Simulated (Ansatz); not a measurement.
Geometry optimisation, Ansatz, RHF/STO-3G.

The input (input.yaml):

```yaml
crystal:
  periodic: [false, false, false]
  atoms:
    - { symbol: Mg, position_ang: [-0.801033, -0.984042, -1.902616] }
    - { symbol: F, position_ang: [-0.291634, -2.182723, 1.099148] }
    - { symbol: Cl, position_ang: [-1.449749, -2.772866, -2.792548] }
    - { symbol: H, position_ang: [0.508253, 0.916951, 0.825786] }
    - { symbol: "N", position_ang: [-0.227169, 0.863349, -1.362642] }
    - { symbol: H, position_ang: [0.070061, -1.52958, 1.656693] }
    - { symbol: "N", position_ang: [0.752131, 0.671466, 1.794298] }
    - { symbol: H, position_ang: [-1.014737, 1.514877, -1.536013] }
    - { symbol: H, position_ang: [0.47152, 1.202156, -2.049588] }
    - { symbol: H, position_ang: [1.740937, 0.94604, 1.893674] }
    - { symbol: H, position_ang: [0.241219, 1.354472, 2.373807] }
basis:
  gaussian: { orbitals: STO-3G }
hamiltonian:
  xc: hf
relax:
  f_tol: 0.03
  max_steps: 50
```

Run as:

```bash
$ ansatz run input.yaml --threads 1 --pin off --max-ram 2048MiB --backend cpu --events-out ev --progress --plain --runs-dir out
```

**Question.** Where does it end, and by what steps?

**Answer.** The run converged. Limits of this set-up: minimal basis. After 19 steps the energy has fallen by 3.683 eV; H6 moved furthest, 1.08 Å. Parted: F2–H6, H4–N7. Joined: Mg1–F2, H4–N5, H6–N7.

| step | energy less start (eV) | largest force component (eV/Å) | accepted |
| --- | --- | --- | --- |
| 0 | 0.0000 | 3.072 | yes |
| 1 | -0.5312 | 0.550 | yes |
| 2 | -0.9040 | 1.041 | yes |
| 3 | -1.6214 | 2.125 | yes |
| 4 | -2.6028 | 1.948 | yes |
| 5 | -2.7878 | 3.686 | yes |
| 6 | -3.1216 | 3.177 | yes |
| 7 | -3.3429 | 0.900 | yes |
| 8 | -3.4490 | 0.649 | yes |
| 9 | -3.5241 | 0.628 | yes |
| 10 | -3.5894 | 0.535 | yes |
| 11 | -3.6443 | 0.783 | yes |
| 12 | -3.5373 | 3.095 | no |
| 13 | -3.6716 | 0.226 | yes |
| 14 | -3.6693 | 0.603 | no |
| 15 | -3.6806 | 0.090 | yes |
| 16 | -3.6813 | 0.131 | yes |
| 17 | -3.6825 | 0.077 | yes |
| 18 | -3.6827 | 0.060 | yes |
| 19 | -3.6829 | 0.025 | yes |

```xyz
11
Properties=species:S:1:pos:R:3
Mg -0.570 -1.250 -0.894
F -0.139 -1.655 0.707
Cl -1.381 -2.269 -2.570
H 0.201 0.847 0.006
N -0.152 0.673 -1.016
H 0.279 -0.546 1.267
N 0.562 0.506 1.434
H -0.935 1.306 -1.216
H 0.585 0.946 -1.677
H 1.539 0.553 1.747
H 0.013 0.889 2.212
```

Run time: 25 s on 1 CPU thread of a shared host.
